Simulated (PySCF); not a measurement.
H$_{2}$Cl$_{3}$NTi, charge +1, doublet, at a GFN2-xTB geometry (such geometries of metal compounds can be far from the true shape) (the multiplicity is a formal guess); DF-B3LYP/def2-SV(P) (PySCF).

The PySCF input:
```python
from pyscf import gto, scf, dft

mol = gto.Mole()
mol.atom = '''
    Ti   -0.15933157   -0.28753756   -0.03001478
    Cl    1.81496282   -0.36330626   -0.82880679
    Cl    0.04958993    0.37113781    1.98970337
    Cl   -1.03069202    1.41270484   -0.99761125
    N    -1.11563369   -1.86527973   -0.22119152
    H    -0.92094631   -2.61967004   -0.89011522
    H    -1.93995560   -2.14666456    0.32293042
'''
mol.basis = 'def2-sv(p)'
mol.charge = 1
mol.spin = 1
mol.verbose = 4
mol.build()

mf = dft.UKS(mol)
mf.xc = 'b3lyp'
mf = mf.density_fit(auxbasis='def2-universal-jkfit')
mf.kernel()
```

What the program printed (banner, timings and long lists left out):

```
PySCF version 2.14.0

[INPUT] verbose = 4
[INPUT] num. atoms = 7
[INPUT] num. electrons = 81
[INPUT] charge = 1
[INPUT] spin (= nelec alpha-beta = 2S) = 1
[INPUT] symmetry False subgroup None
[INPUT] Mole.unit = angstrom
[INPUT] Symbol           X                Y                Z      unit          X                Y                Z       unit  Magmom
[INPUT]  1 Ti    -0.159331570000  -0.287537560000  -0.030014780000 AA   -0.301093030297  -0.543367238926  -0.056719713889 Bohr   0.0
[INPUT]  2 Cl     1.814962820000  -0.363306260000  -0.828806790000 AA    3.429782656068  -0.686549330740  -1.566217843280 Bohr   0.0
[INPUT]  3 Cl     0.049589930000   0.371137810000   1.989703370000 AA    0.093711386236   0.701348815371   3.759994438424 Bohr   0.0
[INPUT]  4 Cl    -1.030692020000   1.412704840000  -0.997611250000 AA   -1.947725636575   2.669625242448  -1.885212041285 Bohr   0.0
[INPUT]  5 N     -1.115633690000  -1.865279730000  -0.221191520000 AA   -2.108242129438  -3.524867835403  -0.417991393876 Bohr   0.0
[INPUT]  6 H     -0.920946310000  -2.619670040000  -0.890115220000 AA   -1.740336301329  -4.950458912328  -1.682073985107 Bohr   0.0
[INPUT]  7 H     -1.939955600000  -2.146664560000   0.322930420000 AA   -3.665984777816  -4.056608099710   0.610250051091 Bohr   0.0

nuclear repulsion = 544.630804884796
number of shells = 44
number of NR pGTOs = 206
number of NR cGTOs = 96
basis = def2-sv(p)
ecp = {}

******** <class 'pyscf.df.df_jk.DFUKS'> ********
method = DFUKS
initial guess = minao
damping factor = 0
level_shift factor = 0
DIIS = <class 'pyscf.scf.diis.CDIIS'>
diis_start_cycle = 1
diis_space = 8
diis_damp = 0
SCF conv_tol = 1e-09
SCF conv_tol_grad = None
SCF max_cycles = 50
direct_scf = False
number electrons alpha = 41  beta = 40
XC library pyscf.dft.libxc version 7.1.2
    S. Lehtola, C. Steigemann, M. J. T. Oliveira, and M. A. L. Marques,  SoftwareX 7, 1–5 (2018)
XC functionals = b3lyp
    P. J. Stephens, F. J. Devlin, C. F. Chabalowski, and M. J. Frisch,  J. Phys. Chem. 98, 11623 (1994)
radial grids:
    Treutler-Ahlrichs [JCP 102, 346 (1995); DOI:10.1063/1.469408] (M4) radial grids

becke partition: Becke, JCP 88, 2547 (1988); DOI:10.1063/1.454033
pruning grids: <function nwchem_prune>
grids dens level: 3
symmetrized grids: False
atomic radii adjust function: <function treutler_atomic_radii_adjust>
small_rho_cutoff = 0
Set gradient conv threshold to 3.16228e-05
tot grids = 111064
******** <class 'pyscf.df.df.DF'> ********
auxbasis = def2-universal-jkfit
init E= -2285.88741345786

cycle= 1 E= -2285.14337249196  delta_E= 0.744  |g|= 0.499  |ddm|= 2.19
cycle= 2 E= -2272.26031157773  delta_E= 12.9  |g|= 5.29  |ddm|= 3.25
cycle= 3 E= -2284.64734326369  delta_E= -12.4  |g|= 1.25  |ddm|= 2.53
cycle= 4 E= -2285.15482227356  delta_E= -0.507  |g|= 0.623  |ddm|= 0.523
cycle= 5 E= -2285.2421870459  delta_E= -0.0874  |g|= 0.424  |ddm|= 0.324
cycle= 6 E= -2285.3386513996  delta_E= -0.0965  |g|= 0.0631  |ddm|= 0.328
cycle= 7 E= -2285.3402374607  delta_E= -0.00159  |g|= 0.0294  |ddm|= 0.062
cycle= 8 E= -2285.34080722118  delta_E= -0.00057  |g|= 0.00778  |ddm|= 0.0443
cycle= 9 E= -2285.34083504588  delta_E= -2.78e-05  |g|= 0.00629  |ddm|= 0.00984
cycle= 10 E= -2285.340857809  delta_E= -2.28e-05  |g|= 0.00279  |ddm|= 0.00806
cycle= 11 E= -2285.34086245396  delta_E= -4.64e-06  |g|= 0.00145  |ddm|= 0.00436
cycle= 12 E= -2285.34086395071  delta_E= -1.5e-06  |g|= 0.000277  |ddm|= 0.00215
cycle= 13 E= -2285.34086403521  delta_E= -8.45e-08  |g|= 0.000121  |ddm|= 0.000602
cycle= 14 E= -2285.34086406853  delta_E= -3.33e-08  |g|= 3.87e-05  |ddm|= 0.00064
cycle= 15 E= -2285.34086407178  delta_E= -3.25e-09  |g|= 2.39e-05  |ddm|= 0.000169
cycle= 16 E= -2285.34086407329  delta_E= -1.51e-09  |g|= 9.05e-06  |ddm|= 0.000136
cycle= 17 E= -2285.34086407374  delta_E= -4.53e-10  |g|= 7.52e-06  |ddm|= 8.01e-05
Extra cycle  E= -2285.34086407371  delta_E= 2.82e-11  |g|= 1.82e-05  |ddm|= 4.33e-05
converged SCF energy = -2285.34086407371  <S^2> = 0.77274579  2S+1 = 2.0226179
```
